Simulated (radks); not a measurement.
Initial-state core-level shifts of the holmium ion Ho+ when its valence configuration changes from [Xe] 4f11 6s1. Calculated with a radial shooting solver on a logarithmic mesh with Libxc functionals: scalar-relativistic Kohn-Sham, BLYP, spin-polarised, spherical densities, finite nucleus; open shells are filled with parallel spins first (spin-orbit coupling, left out, can overturn this in heavy ions); Fermi nuclear charge, rms radius 5.2022 fm. Shifts are changes of the shell-averaged eigenvalues in eV (positive: less bound); the change of the density at the nucleus, which sets a Mossbauer isomer shift, is in e/bohr^3, on a base of 8.477e+05.

valence                2s       3s       3d       4s  density at nucleus
4f10.5 5d0.5 6s1   -3.283   -3.636   -3.595   -3.508              +16.80
4f10 6s2           -9.238   -9.943   -9.866   -9.646              +88.22
4f10 6s1 6p1      -10.438  -11.139  -11.063  -10.845              +43.42
4f10 6p2          -11.732  -12.423  -12.348  -12.136               -5.01
4f12               +6.080   +6.517   +6.469   +6.445              -59.17
4f11 6p1           -1.355   -1.337   -1.339   -1.349              -39.46
4f10.5 6s1 6p0.5   -4.961   -5.280   -5.245   -5.168              +19.97
4f10 5d1 6s1       -6.850   -7.619   -7.528   -7.302              +35.54
4f9 5d2 6s1       -14.687  -16.453  -16.246  -15.555              +77.64
